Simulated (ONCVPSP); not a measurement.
# Plane-wave convergence, ONCV potential for Br (Z = 35)

ONCVPSP 4.0.1 input, shortened (lines: element, Z, core and valence counts, functional; n l f; lmax; l rc ep ncon nbas qcut; lloc lpopt rc5 dvloc0; l nproj debl; icmod fcfact rcfact), PBEsol, scalar-relativistic:

```
  Br 35.00    6    2  -116133      upf
    1    0    2.00
    2    0    2.00
    2    1    6.00
    3    0    2.00
    3    1    6.00
    3    2   10.00
    4    0    2.00
    4    1    4.50
    1
    0    1.20    0.00    3    7    5.00
    1    1.20    0.00    4    7    5.80
    1    5    1.20    0.00
    0    2    3.30
    1    0    1.60
    3    3.00    1.10
```

Question: For each optimised wave give the share of its norm inside rc, the residual kinetic energy above qcut (Ha) and the cutoffs (Ha) for errors of 10, 1, 0.1 and 0.01 mHa per electron.

Answer:

| wave | norm inside rc | residual KE | 10 mHa | 1 mHa | 0.1 mHa | 0.01 mHa |
| --- | --- | --- | --- | --- | --- | --- |
| 4s | 0.216 | 1.1e-03 | 9.2 | 12.8 | 61.3 | 146.1 |
| s projector 2 | 0.064 | 6.8e-03 | 11.3 | 108.5 | 171.9 | not reached |
| 4p | 0.118 | 1.0e-02 | 17.7 | 91.1 | 109.3 | 177.3 |

The occupied waves need 91 Ha and 109 Ha for 1 and 0.1 mHa. Note: no bound ghost flagged; GHOST(+) flagged for s at 38.6 eV.
